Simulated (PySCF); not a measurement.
## MIn cations for M along group 15

PBE0 with double-zeta basis sets in PySCF, for the lowest determinant that a PBE0 search found; no spin–orbit coupling. De refers to high-spin ground-configuration atoms (the charge goes to the atom of lower measured ionisation energy or higher electron affinity, which is not always the lowest computed limit). A positive dipole points towards In; it is taken about the centre of mass and depends on that origin.

| M | basis | charged atom | state (unpaired electrons) | Re (Å) | ωe (cm⁻¹) | De (eV) | μ (D) |
| --- | --- | --- | --- | --- | --- | --- | --- |
| N | cc-pVDZ-PP/cc-pVDZ | In+ | quartet (σ ↑, π ↑↑) | 2.859 | 114 | 0.17 | 0.43 |
| P | def2-SVPD | In+ | quartet (σ ↑, π ↑↑) | 2.965 | 116 | 0.46 | -0.19 |
| Bi | def2-SVP | In+ | quartet (σ ↑, π ↑↑) | 3.197 | 76.6 | n/a | 4.70 |

The shortest bond is that of InN⁺ (2.859 Å), the longest that of InBi⁺ (3.197 Å).

The rows differ in basis set, which adds steps of its own.

Down a group the atoms grow and get heavier, so bonds lengthen and wavenumbers fall; this series shows no clear exception.

Weak bonds: InN⁺, InP⁺. Basis-set superposition, not corrected here, can be much of De in a small basis, most of all at correlated wavefunction levels. These are scalar-relativistic numbers at best; spin–orbit coupling would shift them, the dissociation energy most. For an ion De counts to the pair picked by the measured ionisation energies or electron affinities, which need not be the lowest pair at this level. States were picked by a PBE0 search and need not be the measured ground states.
